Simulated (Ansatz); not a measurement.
`O[Si](O)(O)CCC(F)(F)C(F)(F)C(F)(F)C(F)(F)C(F)(F)C(F)(F)F`. Total charge 0; singlet. Geometry PBE-D4/def2-SVP.

| atom | x (Å) | y (Å) | z (Å) |
| --- | --- | --- | --- |
| O1 | -3.041 | -1.059 | 0.385 |
| Si2 | -3.635 | 0.484 | 0.112 |
| O3 | -5.195 | 0.471 | -0.478 |
| O4 | -3.662 | 1.284 | 1.584 |
| C5 | -2.677 | 1.436 | -1.208 |
| C6 | -1.376 | 2.129 | -0.781 |
| C7 | -0.280 | 1.288 | -0.141 |
| F8 | 0.747 | 2.118 | 0.216 |
| F9 | -0.731 | 0.680 | 1.010 |
| C10 | 0.334 | 0.175 | -1.041 |
| F11 | 0.899 | 0.758 | -2.120 |
| F12 | -0.681 | -0.641 | -1.486 |
| C13 | 1.368 | -0.823 | -0.399 |
| F14 | 0.707 | -1.587 | 0.505 |
| F15 | 1.790 | -1.615 | -1.418 |
| C16 | 2.619 | -0.205 | 0.298 |
| F17 | 2.246 | 0.292 | 1.499 |
| F18 | 3.099 | 0.798 | -0.477 |
| C19 | 3.831 | -1.178 | 0.536 |
| F20 | 4.367 | -1.516 | -0.658 |
| F21 | 4.744 | -0.464 | 1.240 |
| C22 | 3.554 | -2.489 | 1.335 |
| F23 | 4.727 | -3.066 | 1.636 |
| F24 | 2.830 | -3.348 | 0.599 |
| F25 | 2.896 | -2.219 | 2.473 |
| H26 | -2.322 | -1.328 | -0.212 |
| H27 | -5.844 | 0.045 | 0.107 |
| H28 | -2.927 | 1.016 | 2.165 |
| H29 | -3.383 | 2.225 | -1.544 |
| H30 | -2.519 | 0.787 | -2.092 |
| H31 | -0.897 | 2.654 | -1.633 |
| H32 | -1.591 | 2.900 | -0.013 |

HSE06 is defined as in plane-wave codes, on full-range PBE exchange. Single mean-field runs in def2-TZVP are fitted with def2-universal-jkfit.

(1) Estimate the orbital energies around the gap (eV) in Ansatz with HF/STO-3G, PBE-D4/def2-SVP, r2SCAN-D4/def2-TZVP, PBE0-D4/def2-SVP, HSE06-D4/def2-TZVP.

Answers

(1) 
| orbital | HF/STO-3G | PBE-D4/def2-SVP | r2SCAN-D4/def2-TZVP | PBE0-D4/def2-SVP | HSE06-D4/def2-TZVP |
| --- | --- | --- | --- | --- | --- |
| HOMO−13 | -13.31 | -10.08 | -10.94 | -12.46 | -12.13 |
| HOMO−12 | -12.85 | -10.00 | -10.79 | -12.24 | -11.89 |
| HOMO−11 | -12.56 | -9.78 | -10.51 | -11.77 | -11.47 |
| HOMO−10 | -12.47 | -9.54 | -10.19 | -11.45 | -11.14 |
| HOMO−9 | -12.26 | -9.29 | -10.02 | -11.29 | -10.96 |
| HOMO−8 | -11.72 | -9.10 | -9.81 | -10.98 | -10.72 |
| HOMO−7 | -11.32 | -8.60 | -9.43 | -10.63 | -10.42 |
| HOMO−6 | -11.16 | -8.53 | -9.25 | -10.51 | -10.24 |
| HOMO−5 | -10.72 | -8.34 | -9.17 | -10.27 | -10.13 |
| HOMO−4 | -10.57 | -8.18 | -8.80 | -10.03 | -9.68 |
| HOMO−3 | -10.11 | -7.66 | -8.50 | -9.57 | -9.45 |
| HOMO−2 | -9.77 | -7.52 | -8.29 | -9.35 | -9.20 |
| HOMO−1 | -9.57 | -6.89 | -7.65 | -8.70 | -8.59 |
| HOMO | -9.23 | -6.80 | -7.61 | -8.58 | -8.39 |
| LUMO | 10.90 | -0.87 | -1.00 | 0.10 | -0.55 |
| LUMO+1 | 11.13 | -0.71 | -0.81 | 0.30 | -0.33 |
| LUMO+2 | 11.69 | 0.06 | -0.02 | 1.05 | 0.15 |
| LUMO+3 | 12.17 | 0.27 | 0.19 | 1.34 | 0.66 |
| LUMO+4 | 12.37 | 0.55 | 0.51 | 1.58 | 0.72 |
| LUMO+5 | 12.83 | 0.87 | 0.87 | 1.76 | 0.79 |
